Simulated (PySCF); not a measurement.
CH12OSSi5.
Atom-mapped SMILES: `[SiH3:1][O:2][SiH2:3][Si@:4]1([SiH3:5])[SiH2:6][CH2:7][S:8]1`

Cartesian coordinates in Å at the GFN2-xTB level; atoms count from 1:
```xyz
20
CH12OSSi5 angstrom
Si     3.7259    0.0536    0.1997
O      2.2210   -0.0651   -0.3836
Si     1.1890   -0.4819   -1.5773
Si    -0.6997    0.1673   -0.4120
Si    -0.5444    2.2817    0.6223
Si    -1.9737   -1.4390    0.7687
C     -3.3090   -1.0400   -0.5477
S     -2.4935    0.1136   -1.7166
H      4.2857   -1.2921    0.2858
H      3.5120    0.6630    1.5077
H      4.5084    0.8878   -0.7076
H      1.4214   -1.9035   -1.8704
H      1.5946    0.2550   -2.7803
H      0.8367    2.4434    1.0833
H     -0.8554    3.4196   -0.2491
H     -1.4101    2.4198    1.8026
H     -2.5116   -1.1639    2.1077
H     -1.6632   -2.8747    0.7301
H     -3.6505   -1.8973   -1.1228
H     -4.1889   -0.5367   -0.1534
```

NICS is the negative of the GIAO shielding at a point without a nucleus: at the ring centre (0) and 1 Å above and below it (1); zz is the component along the ring normal. Level: GIAO PBE0/pcSseg-1 (PySCF, non-relativistic, gas phase) on the GFN2-xTB geometry, one conformer.

Ring bond lengths (Å), with Mayer bond orders in brackets: Si4–Si6 2.366 (0.86), Si6–C7 1.917 (0.87), C7–S8 1.834 (0.99), S8–Si4 2.219 (0.91).

Question: What do the NICS probes read (ppm)?

Answer: 
```csv
ring,type,NICS(0),"NICS(1), two faces","NICS(1)zz, two faces",rms pucker (Å),"centre to ring atoms, mean (Å)"
Si4–Si6–C7–S8,4-membered ring with S and 2 Si; formal bonds all single,0.9,0.5 / 0.4,10.9 / 10.6,0.04,1.47
```

Question: What can be read from them?

Answer: 
- Si4–Si6–C7–S8: mean NICS(1)zz 10.7 ppm, deshielded. Si4, Si6, C7 have four or more neighbours, and the NICS criterion for π rings isn't applied.

Question: Give the inner angles of the rings and the Hirshfeld charges of the ring atoms.

Answer: 
- Si4–Si6–C7–S8: Si4 80.9° (+0.098 e), Si6 83.7° (+0.259 e), C7 105.0° (-0.169 e), S8 90.0° (-0.124 e); sum 359.6° against 360° for a flat convex ring.

Question: How shielded are the nuclei of the rings and their hydrogens (means over atoms taken as equivalent)?

Answer: 
```tsv
atoms	environment	σ isotropic (ppm)
Si4	four-coordinate silicon	373.1
Si6	SiH2 silicon	386.7
C7	sp3 carbon bound to sulfur	171.8
S8	sulfur bonded to C and Si	679.7
H17	Si–H hydrogen	26.59
H18	Si–H hydrogen	26.48
H19	methylene hydrogen	29.23
H20	methylene hydrogen	28.91
```
